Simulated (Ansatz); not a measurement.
Ansatz (a program for electronic structure) input:
A basis named .json is the Basis Set Exchange file of that set.

Ansatz 0.2 input:
```yaml
crystal:
  periodic: [false, false, false]
  atoms:
    - {symbol: C, position_ang: [-1.34796582, 0.03981920, -0.06100352]}
    - {symbol: F, position_ang: [-1.91407761, -0.32410772, 1.07668877]}
    - {symbol: F, position_ang: [-1.82888146, -0.69571646, -1.04841252]}
    - {symbol: I, position_ang: [0.78819673, 0.16866986, 0.00210443]}
basis:
  gaussian:
    orbitals: def2-QZVPPD.json
    fitting: {mean_field: def2-universal-jkfit, correlation: def2-QZVPPD-RIFIT.json}
total_charge: -1
magnetization: {spin_polarized: false}
correlation: {method: mp2, electrons: outside_noble_gas}
```

Q: Predict the final energy.

A: -534.33891 Eh (RI-MP2/def2-QZVPPD). The basis has 286 functions.

This state (charge -1, singlet) is run at the relaxed geometry of the species with charge 0 and multiplicity 2.
